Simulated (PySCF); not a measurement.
Correlation energy of La⁺ (lanthanum, charge +1)

[Xe] 5d2, high-spin 3F determinant. All numbers are calculated (PySCF 2.14, scalar relativity by spin-free X2C-1e, in cc-pVDZ-X2C). Frozen: [Kr] 4d10; 10 electrons correlated.

MP2 pair energies summed by pair of shells (mhartree):

```tsv
pair	energy	share (%)
5p-5p	-100.57	50.3
5p-5d	-51.10	25.6
5s-5p	-33.29	16.7
5s-5d	-6.17	3.1
5s-5s	-5.65	2.8
5d-5d	-2.99	1.5
```

Total MP2 correlation energy: -199.77 mhartree.

Same-spin part -52.41 and opposite-spin part -147.35 mhartree; SCS-MP2 scales them by 1/3 and 6/5 to -194.29 mhartree.
